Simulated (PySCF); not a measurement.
Ligand exchange on a metal centre used in film growth or etching (Mo Cl-F). Isolated molecules, 0 K electronic values unless said otherwise.

The charge on the central atom (Mulliken) from two functionals at the same geometries (TPSS-D3(BJ)/def2-SVP), both in PySCF: PBE-D3(BJ)/def2-TZVP and TPSSh-D3(BJ)/def2-TZVP. 

```json
[
 {"species": "0 of 6 Cl replaced by F ([Mo(Cl)6])", "PBE-D3(BJ)/def2-TZVP (e)": "0.69"},
 {"species": "1 of 6 Cl replaced by F ([Mo(Cl)5(F)])", "PBE-D3(BJ)/def2-TZVP (e)": "0.89"},
 {"species": "3 of 6 Cl replaced by F ([Mo(Cl)3(F)3])", "PBE-D3(BJ)/def2-TZVP (e)": "1.27"},
 {"species": "4 of 6 Cl replaced by F ([Mo(Cl)2(F)4])", "PBE-D3(BJ)/def2-TZVP (e)": "1.45"}
]
```

Task: What does TPSSh-D3(BJ)/def2-TZVP give for each?

Result: 
- 0 of 6 Cl replaced by F ([Mo(Cl)6]): 0.78
- 1 of 6 Cl replaced by F ([Mo(Cl)5(F)]): 1.00
- 3 of 6 Cl replaced by F ([Mo(Cl)3(F)3]): 1.43
- 4 of 6 Cl replaced by F ([Mo(Cl)2(F)4]): 1.63
Over these rows, drawn at random from the members with no instability flagged (it was tested for open shells, ions and some series alone), PBE minus TPSSh-D3(BJ): mean -0.13 e, from -0.18 e to -0.09 e.
